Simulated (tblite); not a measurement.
Isomers of C6H5S (doublet state). Computed values, GFN2-xTB/tblite, gas phase, harmonic and unscaled. This tight-binding method is rough: wavenumbers can miss measured ones by several per cent, in bad cases by 10 to 20. One conformer each. Open shells enter through the occupations alone, without spin polarisation, and single modes of such species can be off by tens of per cent.

Electronic energies: GFN2-xTB at the same geometries; isomer energies are rough at this level and their order can be wrong.

| SMILES | electronic energy, lowest = 0 (kJ/mol) |
| --- | --- |
| [S][C@@]12[C@@H]3[C@H]4[C@@H]3[C@@H]1[C@H]42 | 50.2 |
| C#C[C@@H]1[CH]C=CS1 | 0.0 |
| [CH2]C(=S)C=C1C=C1 | 124.0 |
| CC(=S)/C=C1[C]=C/1 | 214.7 |

**Question.** How do GFN2-xTB zero-point energies change the relative energies?

**Answer.** 
| SMILES | ZPE (kJ/mol) | of it from modes above 1550 cm⁻¹ | electronic (kJ/mol) | with ZPE, lowest = 0 (kJ/mol) | lowest mode (cm⁻¹) | rings |
| --- | --- | --- | --- | --- | --- | --- |
| C#C[C@@H]1[CH]C=CS1 | 217.5 | 107.4 | 0.0 | 0.0 | 85 | 1 |
| [S][C@@]12[C@@H]3[C@H]4[C@@H]3[C@@H]1[C@H]42 | 227.7 | 93.6 | 50.2 | 60.5 | 187 | 5 |
| [CH2]C(=S)C=C1C=C1 | 215.7 | 115.1 | 124.0 | 122.3 | 72 | 1 |
| CC(=S)/C=C1[C]=C/1 | 214.4 | 102.4 | 214.7 | 211.6 | 72 | 1 |

The zero-point energies span 13.3 kJ/mol, from `CC(=S)/C=C1[C]=C/1` to `[S][C@@]12[C@@H]3[C@H]4[C@@H]3[C@@H]1[C@H]42`. The order is unchanged.

**Question.** What do entropy and thermal enthalpy add at 298.15 K and 1 bar (rigid rotor, harmonic oscillator, one conformer each)?

**Answer.** 
| SMILES | point group | symmetry number | S (J/(mol K)) | H − H(0) (kJ/mol) | ZPE + H − H(0) − TS (kJ/mol) |
| --- | --- | --- | --- | --- | --- |
| C#C[C@@H]1[CH]C=CS1 | C1 | 1 | 351.5 | 20.89 | 133.5 |
| [S][C@@]12[C@@H]3[C@H]4[C@@H]3[C@@H]1[C@H]42 | Cs | 1 | 318.7 | 16.31 | 149.0 |
| [CH2]C(=S)C=C1C=C1 | Cs | 1 | 361.7 | 21.94 | 129.8 |
| CC(=S)/C=C1[C]=C/1 | C1 | 1 | 374.2 | 23.23 | 126.1 |

S holds R ln(2S + 1) for the spin.
